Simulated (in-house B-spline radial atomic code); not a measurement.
Configurations of Er IV (Er3+), with energies counted from [Xe] 4f11. Computed with an all-electron radial atomic-structure program (B-spline basis): scalar-relativistic (X2C) HSE06, spin-polarised, spherical fractional occupations, Fermi nucleus of rms radius 5.2516 fm. Shells without spins written out take the highest spin.

Caution: exact exchange at fractional occupations of open shells leaves self-interaction of up to several eV.

Occupations are held fixed; configurations that lie above the ionisation limit could autoionise.

```csv
configuration,E - E(ref) (eV),highest orbital,its <r> (bohr)
"[Xe] 4f(6 up, 5 down)",3.9984,4f down,0.7695
[Kr] 4d10 4f11 5s2 5p5 5d1,31.186,5d up,2.035
"[Xe] 4f(3 up, 7 down) 6f(0 up, 1 down)",33.897,6f down,7.425
"[Kr] 4d10 4f(7 up, 4 down) 5s2 5p(3 up, 2 down) 6p(0 up, 1 down)",39.932,6p down,3.474
[Kr] 4d9 4f11 5s2 5p6 5d1,181.05,5d up,2.004
[Kr] 4d9 4f11 5s2 5p6 6s1,183.12,6s up,2.859
"[Kr] 4d(4 up, 5 down) 4f(5 up, 6 down) 5s2 5p6 5d(1 up, 0 down)",187,5d up,2.023
```

(1) Order these further configurations by energy, lowest first.
A. [Kr] 4d10 4f11 5s2 5p5 6p1
B. [Kr] 4d9 4f11 5s2 5p6 6p1
C. [Kr] 4d9 4f11 5s2 5p6 5f1
D. [Kr] 4d10 4f12 5s2 5p5
E. [Xe] 4f10 5f1

(2) How far above the reference does [Xe] 4f10 5d1 lie?

(3) How far above the reference does [Xe] 4f(6 up, 4 down) 5d(0 up, 1 down) lie?

(4) How far above the reference does [Kr] 4d9 4f11 5s2 5p6 6d1 lie?

## Answers

(1) D (22.646 eV), E (29.231 eV), A (39.637 eV), B (189.66 eV), C (199.09 eV).

(2) 11.215 eV; its least bound orbital is 5d up with <r> = 2.008 bohr.

(3) 17.82 eV; its least bound orbital is 5d down with <r> = 2.03 bohr.

(4) 197.24 eV; its least bound orbital is 6d up with <r> = 4.619 bohr.
